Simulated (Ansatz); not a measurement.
C$_{2}$H$_{4}$INO, SMILES `COC(=N)I`. Charge 0, multiplicity 1. Correlated methods include outer-core shells of I, which these sets cover unevenly. I takes the def2 core potential.

```
atom    x (Å)    y (Å)    z (Å)
  C1   0.8721   0.2304   0.8042
  O2   0.6852  -0.1262  -0.5587
  C3  -0.5815  -0.2641  -0.9631
  N4  -1.6622  -0.1338  -0.3492
  I5  -0.5910  -0.7892  -2.9979
  H6   1.9479   0.2955   0.9469
  H7   0.4592  -0.5342   1.4681
  H8   0.4136   1.1993   1.0207
  H9  -1.5434   0.1223   0.6290
```

Task: Give the diagnostics of a CCSD(T)/def2-TZVPP run (frozen core, Ansatz). (Estimate.)

Result: Computed: T1 = 0.0119, largest single amplitude 0.032, largest double 0.060, (T) share of the correlation energy 3.6 %, 10 CCSD cycles. The RHF solution is stable towards an unrestricted one. T1 lies under the customary mark of 0.02 for closed shells.
